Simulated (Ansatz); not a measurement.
Reaction (atomization): `CO[SiH]S`• → C• + 5 H• + O• + S• + Si•

Gas-phase electronic energies from Ansatz, PBE0-D4/def2-TZVP geometries. CCSD(T)/CBS is the MP2 limit (def2-TZVPP, def2-QZVPP) plus CCSD(T) − MP2 in def2-TZVPP, frozen cores. This one scheme is used for every species, atoms too. DFT in def2-TZVPP. Open shells (•) are unrestricted, without spin–orbit coupling. Spin–orbit coupling would lower the free atoms: a little for C, O, S, Si. Each species was taken in one conformer, which may not be the lowest.

| level | ΔE (kcal/mol) | difference from CCSD(T)/CBS |
| --- | --- | --- |
| BLYP-D4 | 731.6 | -1.3 |
| PBE0-D4 | 731.9 | -1.0 |
| ωB97M-V | 734.9 | 2.0 |
| PBE-QIDH | 725.7 | -7.2 |
| PBE | 740.9 | 8.0 |
| revPBE | 714.9 | -18.0 |
| CCSD/def2-SVP | 671.9 | -61.0 |
| SCS-MP2/def2-TZVPP | 719.3 | -13.6 |
| MP2/def2-QZVPP | 734.7 | 1.8 |
| HF/CBS(def2) | 530.3 | -202.6 |
| CCSD(T)/CBS | 732.9 | 0 |

(1) What do rigid-rotor, harmonic-oscillator terms from PBE0-D4/def2-TZVP frequencies (298.15 K, 1 bar) make of the CCSD(T)/CBS value? (Best estimate.)

Largest T1 diagnostic among the species: 0.015.

Answers

(1) The calculation gave: ΔZPE = -37.5 kcal/mol, ΔH = +703.8 kcal/mol, ΔS = 881 J/(mol·K), ΔG = +641.0 kcal/mol. Open shells count their whole term as degenerate.

Leaving LDA and LC-ωPBE aside and taking each functional with its dispersion term where it has one, the values, not all of them listed here, spread over 34.2 kcal/mol, from BHLYP-D4 to PBE-D4. LDA lies +100.2 kcal/mol from PBE without D4, its usual overbinding. At CCSD(T), def2-SVP lies −53.8 kcal/mol from the extrapolated value and def2-TZVPP −21.5 kcal/mol: correlation converges slowly with the basis, and small sets miss more of it in the bonded molecule than in its fragments.

For atomizations the MP2-based limit and the directly extrapolated one differ by several kJ/mol either way, and by 10 to 25 for some Ge, Se and Sn compounds, so smaller differences from it don't rank the levels.
